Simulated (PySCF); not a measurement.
SMILES F[Si](F)(F)/C=C\Br (C2H2BrF3Si), CAM-B3LYP/def2-SVP optimised geometry.

```
9

F      1.47    -1.36     0.00
Si    -0.13    -1.36     0.00
F     -0.60    -2.24     1.24
F     -0.61    -2.10    -1.33
C     -0.86     0.33     0.00
C     -0.72     1.25     0.95
Br     0.28     1.01     2.53
H     -1.47     0.61    -0.87
H     -1.18     2.24     0.89
```

Density from CAM-B3LYP/def2-TZVP (PySCF) at that geometry.

Minimum of the electron density along straight lines between bonded atoms, close to the bond critical point (lines longer than 1.1 times the sum of covalent radii, or with two minima, are not listed):

| bond | length / Å | ρ at the minimum / e bohr⁻³ | ∇²ρ there / e bohr⁻⁵ | position (fraction from the first atom) |
|---|---|---|---|---|
| F1–Si2 | 1.597 | 0.142 | 0.98 | 0.58 |
| Si2–F3 | 1.597 | 0.142 | 0.98 | 0.42 |
| Si2–F4 | 1.600 | 0.141 | 0.96 | 0.42 |
| Si2–C5 | 1.836 | 0.135 | 0.18 | 0.39 |
| C5–C6 | 1.332 | ? | -1.07 | 0.48 |
| C6–Br7 | 1.880 | 0.173 | ? | 0.45 |
| C5–H8 | 1.096 | 0.274 | -0.94 | 0.65 |
| C6–H9 | 1.092 | 0.285 | -1.03 | 0.66 |

Task: Complete the blanks.

Result: 
- C5–C6, ρ at the minimum / e bohr⁻³: 0.352
- C6–Br7, ∇²ρ there / e bohr⁻⁵: -0.22
